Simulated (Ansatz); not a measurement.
C$_{4}$H$_{3}$F$_{7}$O, SMILES `FC(F)COC(F)(F)C(F)(F)F` at its PBE0-D4/def2-TZVP geometry, where that method's forces vanish. Charge 0, multiplicity 1.

```tsv
atom	x (Å)	y (Å)	z (Å)
F1	-3.026	1.715	-0.310
C2	-2.235	0.629	-0.477
F3	-2.830	-0.418	0.133
C4	-0.901	0.921	0.162
O5	-0.047	-0.167	-0.168
C6	1.180	-0.138	0.368
F7	1.150	-0.147	1.715
F8	1.867	0.966	0.010
C9	1.960	-1.384	-0.117
F10	2.054	-1.378	-1.440
F11	3.182	-1.374	0.400
F12	1.341	-2.491	0.266
H13	-2.157	0.406	-1.546
H14	-0.506	1.856	-0.241
H15	-1.032	1.004	1.244
```

Question: For each bond, give half the difference of the two atoms' forces along it (eV/Å; positive pushes the atoms apart) under PBE-D4, r2SCAN-D4, B3LYP-D4, ωB97M-V in def2-TZVPP. (Estimate.)

Answer: Ansatz gave: 
| bond | length (Å) | PBE-D4 | r2SCAN-D4 | B3LYP-D4 | ωB97M-V |
| --- | --- | --- | --- | --- | --- |
| F1–C2 | 1.354 | 0.56 | 0.30 | 0.34 | 0.23 |
| C2–F3 | 1.350 | 0.57 | 0.30 | 0.34 | 0.22 |
| C2–C4 | 1.508 | -0.14 | -0.06 | -0.04 | 0.03 |
| C2–H13 | 1.094 | 0.01 | -0.14 | -0.23 | -0.22 |
| C4–O5 | 1.423 | 0.21 | 0.28 | 0.24 | 0.19 |
| C4–H14 | 1.092 | 0.06 | -0.08 | -0.13 | -0.13 |
| C4–H15 | 1.093 | 0.09 | -0.08 | -0.12 | -0.13 |
| O5–C6 | 1.340 | 0.21 | 0.08 | 0.02 | 0.11 |
| C6–F7 | 1.347 | 0.62 | 0.29 | 0.32 | 0.15 |
| C6–F8 | 1.349 | 0.61 | 0.29 | 0.32 | 0.15 |
| C6–C9 | 1.548 | -0.41 | -0.30 | -0.27 | -0.25 |
| C9–F10 | 1.327 | 0.58 | 0.26 | 0.27 | 0.17 |
| C9–F11 | 1.326 | 0.59 | 0.26 | 0.27 | 0.17 |
| C9–F12 | 1.325 | 0.58 | 0.26 | 0.27 | 0.17 |

B3LYP here is the variant with VWN-RPA as its local correlation; programs differ in this.
